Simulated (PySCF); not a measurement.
**Static response to an electric field**

Species: C₄H₈F₂OSi.
Atom-mapped SMILES: `[CH3:1]/[C:2](=[CH:3]/[F:4])[O:5][SiH2:6][CH2:7][F:8]` (hydrogens: H9, H10, H11 on C1; H12 on C3; H13, H14 on Si6; H15, H16 on C7)

Cartesian coordinates in Å at the GFN2-xTB level; atoms count from 1:
```
atom  x, y, z in Å
C1    -2.3629   -1.0446   -0.0111
C2    -1.1529   -0.2088   -0.2959
C3    -1.2476    1.0710   -0.6358
F4    -0.1449    1.8190   -0.8878
O5     0.0091   -0.8742   -0.1739
Si6    1.5892   -0.5025   -0.3786
C7     2.1738    0.7390    0.9642
F8     3.5455    0.6646    1.1229
H9    -2.3912   -1.8883   -0.6980
H10   -2.2996   -1.4429    1.0000
H11   -3.2720   -0.4620   -0.1158
H12   -2.1626    1.6253   -0.7434
H13    1.8764    0.0402   -1.7019
H14    2.1324   -1.8281   -0.1214
H15    1.7450    0.5200    1.9475
H16    1.9548    1.7812    0.7176
```

Level: CAM-B3LYP/def2-SVPD (PySCF), static field, nuclei fixed, core orbitals frozen in the response. The polarisability tensor in these axes (au):

```
x   85.54  0.46  2.11
y    0.46 81.73 -2.40
z    2.11 -2.40 66.88
```

Problem. What are the eigenvalues, a third of the trace, and Δα (Δα² = ½Σ(αi − αj)² over the three pairs)?

Solution. Principal values 66.26, 82.11 and 85.78 au; mean 78.05 au = 11.57 Å³ = 12.87 × 10⁻⁴⁰ C²·m²/J; Δα = 17.97 au (23 % of the mean).

Problem. What is the dipole moment, and where does it point?

Solution. (-3.19, -0.38, -0.06) D, 3.21 D in size, pointing from the negative to the positive side. Measured along this direction, the outermost atoms are F8 at the negative end and H11 at the positive end.

Problem. Give the principal axes and the span of the nuclei along them.

Solution. Largest value along (0.99, 0.05, 0.10), where the nuclei span 6.96 Å; middle along (-0.03, 0.99, -0.16), 3.80 Å; least along (-0.11, 0.16, 0.98), 3.67 Å. 

Problem. In a dilute gas of rigid molecules at 500 K, how does the orientational term μ²/3kT compare with the electronic polarisability?

Solution. In Gaussian units μ²/3kT = 49.87 Å³ against 11.57 Å³, a ratio of 4.31; the Debye molar polarisation (4π/3)N_A(α + μ²/3kT) is 155.0 cm³/mol, leaving out the vibrational part.

Problem. Rayleigh depolarisation ratio (linearly polarised light, static tensor)?

Solution. ρ = 3Δα²/(45ᾱ² + 4Δα²) = 968.9/(274133 + 1291.9) = 0.00352.

Problem. Traceless (Buckingham) quadrupole moment about the centre of nuclear charge: eigenvalues?

Solution. -3.56, -0.63, 4.19 D·Å. The values depend on the origin, since the dipole doesn't vanish. The electronic extent ⟨r²⟩ about the same centre is 1427 bohr², a root-mean-square distance of 2.36 Å for the 72 electrons.

One conformer (not necessarily the lowest) at the GFN2-xTB geometry, without solvent, vibrations or thermal averaging.
